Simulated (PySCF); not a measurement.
Job file and geometry (Å, from GFN2-xTB) of an NMR shielding run on `P[SiH2]N1CC[C@H](C#N)C1`, C$_{5}$H$_{11}$N$_{2}$PSi, GIAO PBE0/pcSseg-1 NMR shielding, non-relativistic, gas phase in PySCF 2.14.0, density-fitted response routines; density fitting, a coarse starting grid and PySCF grid level 2 are the driver's defaults:

```
$ OMP_NUM_THREADS=1 python probes_run.py task.json out

{"job": {"kind": "nmr", "xc": "PBE0", "basis": "pcSseg-1"}, "charge": 0, "multiplicity": 1}
N     -2.316413     0.358662     2.484041
C     -2.104836    -0.023658     1.427289
C     -1.812166    -0.495720     0.098988
C     -1.370218     0.671279    -0.814263
C      0.051771     0.276764    -1.247677
N      0.544110    -0.595021    -0.204768
Si     1.694217    -0.148072     1.002124
P      3.292716     1.165853     0.140834
C     -0.578499    -1.435539     0.124674
H     -2.695757    -1.012113    -0.284961
H     -2.035852     0.794665    -1.666795
H     -1.351670     1.605369    -0.251117
H      0.704949     1.137605    -1.383707
H      0.011536    -0.284022    -2.191018
H      2.306825    -1.418558     1.398244
H      1.146371     0.553866     2.173004
H      2.475937     2.258134    -0.085273
H      3.169393     0.727336    -1.163055
H     -0.440045    -1.921292     1.088357
H     -0.697517    -2.204858    -0.647959
```

Problem. Write the output of this run.

Solution. 
```
coarse grid: 17624 points
cycle   1  E = -936.6998895756  dE =  1.169e+00  |g| = 4.928e-01  |ddm| = 4.130e+00
cycle   2  E = -936.5686268576  dE =  1.313e-01  |g| = 9.335e-01  |ddm| = 1.277e+00
cycle   3  E = -936.7558893011  dE = -1.873e-01  |g| = 1.389e-01  |ddm| = 8.052e-01
cycle   4  E = -936.7595728731  dE = -3.684e-03  |g| = 6.060e-02  |ddm| = 1.526e-01
cycle   5  E = -936.7603133803  dE = -7.405e-04  |g| = 1.558e-02  |ddm| = 6.522e-02
cycle   6  E = -936.7603665005  dE = -5.312e-05  |g| = 4.260e-03  |ddm| = 2.014e-02
cycle   7  E = -936.7603703005  dE = -3.800e-06  |g| = 1.022e-03  |ddm| = 4.942e-03
final grid: 160968 points
cycle   8  E = -936.8133871221  dE = -5.412e-05  |g| = 8.057e-03  |ddm| = 4.431e-02
cycle   9  E = -936.8133781434  dE =  8.979e-06  |g| = 1.014e-02  |ddm| = 1.678e-02
cycle  10  E = -936.8134032501  dE = -2.511e-05  |g| = 1.217e-03  |ddm| = 9.891e-03
cycle  11  E = -936.8134034923  dE = -2.421e-07  |g| = 6.241e-04  |ddm| = 1.482e-03
cycle  12  E = -936.8134035669  dE = -7.466e-08  |g| = 1.773e-04  |ddm| = 4.767e-04
cycle  13  E = -936.8134035729  dE = -6.027e-09  |g| = 6.805e-05  |ddm| = 1.774e-04
cycle  14  E = -936.8134035739  dE = -9.377e-10  |g| = 1.156e-05  |ddm| = 6.953e-05
converged SCF energy = -936.8134035739

GIAO shielding tensors (ppm)
atom      isotropic    diamagn.    paramagn.     s11        s22        s33       span
  0 N      -29.604     340.367    -369.971   -201.717   -170.278    283.183    484.900
  1 C       57.323     260.838    -203.515    -66.922    -55.912    294.805    361.727
  2 C      158.577     254.113     -95.536    135.201    166.364    174.168     38.967
  3 C      150.117     249.110     -98.993    118.408    160.462    171.480     53.072
  4 C      134.453     246.385    -111.932     98.245    136.538    168.574     70.330
  5 N      216.897     329.984    -113.087    164.158    227.656    258.876     94.717
  6 Si     378.864     882.398    -503.535    300.024    379.756    456.810    156.786
  7 P      605.337     968.429    -363.092    554.720    599.796    661.497    106.777
  8 C      127.448     245.208    -117.761     93.276    130.746    158.320     65.044
  9 H       29.145      29.346      -0.201     24.851     26.200     36.385     11.533
 10 H       29.604      30.316      -0.713     24.459     27.473     36.879     12.419
 11 H       29.744      31.383      -1.639     25.422     28.665     35.144      9.722
 12 H       28.051      33.123      -5.072     22.194     28.868     33.091     10.896
 13 H       28.958      30.911      -1.954     22.764     27.481     36.628     13.865
 14 H       26.634      30.257      -3.623     21.979     25.547     32.377     10.399
 15 H       26.109      31.186      -5.077     21.133     26.131     31.062      9.929
 16 H       30.463      32.763      -2.300     25.688     28.233     37.468     11.780
 17 H       30.500      32.143      -1.643     25.378     28.522     37.601     12.224
 18 H       28.159      31.260      -3.101     23.917     27.372     33.188      9.271
 19 H       28.546      30.253      -1.707     22.309     27.262     36.068     13.759
```

Problem. Turn these shieldings into chemical shifts. References, each an isolated molecule treated in the same way: NH3 for ¹⁵N (267.73 ppm); ¹³C (186.93 ppm) and ²⁹Si (349.16 ppm) and ¹H (31.72 ppm) vs TMS; ³¹P (318.38 ppm) against H3PO4.

Solution. Averaging equivalent atoms: N 0: 297.3; N 5: 50.8; C 1: 129.6; C 8: 59.5; C 4: 52.5; C 3: 36.8; C 2: 28.3; Si 6: -29.7; P 7: -287.0; H 15: 5.61; H 14: 5.08; H 12: 3.67; H 18: 3.56; H 19: 3.17; H 13: 2.76; H 9: 2.57; H 10: 2.11; H 11: 1.97; H 16/17: 1.24 ppm. Experimental scales use liquid or dissolved standards, which lie at an offset from isolated NH3 (liquid NH3: subtract about 20 ppm) and H3PO4. Unscaled 15N shifts of sp2 nitrogen come out 20 to 40 ppm too high even then.

Size and cost of the density-fitted run: 222 basis functions, 85 s wall time on 1 thread of an Arm Neoverse N1, shared host; peak memory 1.1 GiB.
